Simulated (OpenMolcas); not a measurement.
V3+ (d2) on a cation site of an ionic host was computed by SS-CASPT2, IPEA 0.25 Eh, imaginary shift 0.1 Eh with the d shell active (OpenMolcas, ANO-RCC-VTZP on the metal). Its lowest spin-free states, and all those of the highest spin:

```tsv
2S+1	Degeneracy	E (cm-1)
3	3	0
1	3	10610
1	2	11290
3	3	12720
1	1	22580
3	3	23140
1	3	25320
3	1	26590
1	3	28460
1	2	39100
1	1	54940
```

**Question.** Is the site octahedral, tetrahedral or cube-like, axial, or of lower symmetry?

**Answer.** The states with 2S+1 = 3 have orbital degeneracies 3, 3, 3, 1. Threefold states need a cubic site. For d2 at this spin an octahedron puts the threefold T1 below the threefold T2 and a tetrahedron or cube puts the single A2 below the threefold T2, so the site is octahedral. The run had V3+ with its 6 nearest fluoride ions at 2.03 Å, on the Y site of Cs2NaYF6 (a = 9.075 Å, distance in the model lattice 2.178 Å). The rest of the host is ab initio model potentials to 7.6 Å, with orthogonalisation functions on the cations behind the ligands, and point charges beyond; the distance is set by hand and nothing relaxes. Ligand basis ANO-RCC-VDZP.

Roots that are degenerate in the reference are averaged as groups; the widest CASPT2 spread within a group is 56 cm-1 (the 3-fold group of multiplicity 3 near 0 cm-1 above the lowest state of its run). Shifts and gaps below about the spread of the groups concerned are not significant. Over all roots computed the reference weight is 0.72 to 0.73; a low but even weight reflects the number of correlated electrons. An orbital triplet at a regular site is open to Jahn-Teller coupling, which can distort the site and quench the lowest spin-orbit gaps and is left out. Ligand-to-metal charge-transfer states are missing. With no ligand orbital active B as a rule stays too high, so bands that hang on it stand too high and its fall with covalency is understated. With one d shell and no ligand orbital active, 10Dq can be off by a tenth or more. No measured value stands beside these numbers; the geometry was set by hand and not optimised.
